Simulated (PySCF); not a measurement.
## Heteronuclear NMR

Atoms are numbered as in `[CH3:1][CH2:2][O:3][C:4](=[O:5])[c:6]1[cH:7][cH:8][cH:9][cH:10][c:11]1[F:12]` (H(Xn): hydrogen on atom n).

Calculated, not measured (PySCF 2.14): NMR shieldings at PBE0/pcSseg-1/GIAO, coordinates at the GFN2-xTB level. Gas phase, relativity neglected, fast rotation and ring inversion assumed for equivalent nuclei, one computed conformer.

(1) Predict the 19F NMR data.

(2) What are the 17O shifts?

Answers

(1) 
| atoms | environment | σ (ppm) | δ (ppm) |
| --- | --- | --- | --- |
| F12 | aryl fluorine | 277.4 | -104.3 |

Shieldings were converted by a linear fit to measured shifts: 19F: δ = 146.13 − 0.903σ +14.6 on sp3 carbon (rms 6.0 ppm, 223 shifts, 7.0 ppm with the 5 outliers that the fit left out vs CFCl3, solution or neat liquid). A few per cent of atoms miss by over 2 rms, more outside the fitted compound classes.

On a 500 MHz spectrometer 19F resonates near 470.5 MHz, so 1 ppm is 470.5 Hz.

(2) 
| atoms | environment | σ (ppm) | δ (ppm) |
| --- | --- | --- | --- |
| O5 | ester carbonyl oxygen | -75.2 | 335.2 |
| O3 | ester alkoxy oxygen | 117.2 | 159.9 |

Shieldings were converted by a linear fit to measured shifts: 17O: δ = 266.70 − 0.911σ (rms 10.7 ppm, 155 shifts, 12.2 ppm with the 3 outliers that the fit left out vs liquid water, solution or neat liquid). Occasional misses reach two or three times the rms, and more in compound classes unlike the fitted ones.

On a 400 MHz spectrometer 17O resonates near 54.2 MHz, so 1 ppm is 54.2 Hz.
